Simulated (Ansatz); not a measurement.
Conformers of CH4BClO2 (`COB(O)Cl`), each relaxed with PBE0-D4/def2-TZVP in Ansatz. CBS adds the triple-zeta coupled-cluster correction to the MP2 limit.

Not all of them had a frequency check.

Conformer A:

Cartesian coordinates in Å:
```
C -0.299 -1.165 0.649
O 0.486 -0.035 0.318
B 0.106 0.901 -0.578
O 0.906 1.958 -0.848
Cl -1.437 0.803 -1.438
H 0.255 -1.736 1.393
H -0.476 -1.789 -0.229
H -1.262 -0.863 1.067
H 1.720 1.926 -0.335
```

Conformer B:

Z-matrix (Å, degrees):
```
C
O 1 1.413
H 1 1.091 2 111.6
H 1 1.091 2 108.5 3 -120.7
H 1 1.092 2 108.9 3 120.8
B 2 1.349 1 125.9 3 -6.1
Cl 6 1.771 2 122.8 1 0.4
O 6 1.353 2 120.2 1 -179.6
H 8 0.962 6 111.5 2 0.1
```

Problem. Which is lowest in electronic energy at CCSD(T)/CBS (frozen core, def2 sets), and by how much? (An estimate is asked.)

Solution. The calculation gave: A; B lies 1.3 kJ/mol higher. Gaps under about 2 kJ/mol don't settle the order.

Problem. Give the energies relative to A (kJ/mol) with PBE-D4/def2-TZVPP, PBE0/def2-TZVPP, B3LYP/def2-TZVPP, HF/def2-TZVPP, CCSD(T)/def2-TZVPP, HF/CBS(def2), MP2/CBS(def2). (Estimate.)

Solution. The calculation gave: 
```
             level    B
 PBE-D4/def2-TZVPP  0.3
   PBE0/def2-TZVPP  0.4
  B3LYP/def2-TZVPP  0.5
     HF/def2-TZVPP  2.0
CCSD(T)/def2-TZVPP  1.6
      HF/CBS(def2)  1.9
     MP2/CBS(def2)  1.3
```

B3LYP here is the variant with VWN-RPA as its local correlation; programs differ in this.
